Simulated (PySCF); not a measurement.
CH8FNOSi2, SMILES C[Si@@H](O)[Si@H](N)F. Atoms are numbered in the order given.

```xyz
14

C     -2.3635    -0.6799     0.2003
Si    -0.9782     0.3656    -0.5075
O     -1.2396     2.0127    -0.3254
Si     1.0540    -0.2665     0.4773
N      2.3675     0.4228    -0.3787
F      1.0501    -1.9110     0.4842
H     -2.1321    -1.7458     0.0422
H     -2.4776    -0.5194     1.2839
H     -3.3252    -0.4538    -0.2853
H     -0.8940     0.1494    -1.9838
H     -1.0564     2.3809     0.5431
H      1.2183     0.1258     1.9099
H      3.3083     0.4360    -0.0012
H      2.3726     0.4575    -1.3915
```
Charge 0, spin multiplicity 1.

Geometry optimised at PBE0-D3(BJ)/def2-SVP. The structure was generated by enumeration; whether it is a known compound was not checked. The values are those of a single conformer.

Two levels are set side by side: PBE/pcSseg-1 (PySCF) and B3LYP/pcSseg-1 (PySCF). GIAO shifts against CFCl3 (¹⁹F), H2O (¹⁷O), NH3 (¹⁵N), TMS (²⁹Si), TMS (¹H), TMS (¹³C) at the same level; non-relativistic, no solvent, atoms listed together averaged. Differences are taken from unrounded values.

| quantity | B3LYP | PBE | PBE minus B3LYP |
|---|---|---|---|
| δ(¹³C) of C1 (ppm) | 3.2 | 3.5 | 0.3 |
| δ(²⁹Si) of Si2 (ppm) | -6.3 | -4.6 | 1.6 |
| δ(¹⁷O) of O3 (ppm) | 23.6 | 28.1 | 4.5 |
| δ(²⁹Si) of Si4 (ppm) | -14.9 | -12.3 | 2.6 |
| δ(¹⁵N) of N5 (ppm) | 45.7 | 50.9 | 5.2 |
| δ(¹⁹F) of F6 (ppm) | -163.2 | -174.4 | -11.2 |
| δ(¹H) of H10 (ppm) | 5.11 | 5.41 | 0.30 |
| δ(¹H) of H11 (ppm) | 0.48 | 0.31 | -0.17 |
| δ(¹H) of H12 (ppm) | 5.09 | 5.42 | 0.33 |

Rough cost on one machine, each run with all the roots and properties that it gave: B3LYP against PBE within a factor of 2.
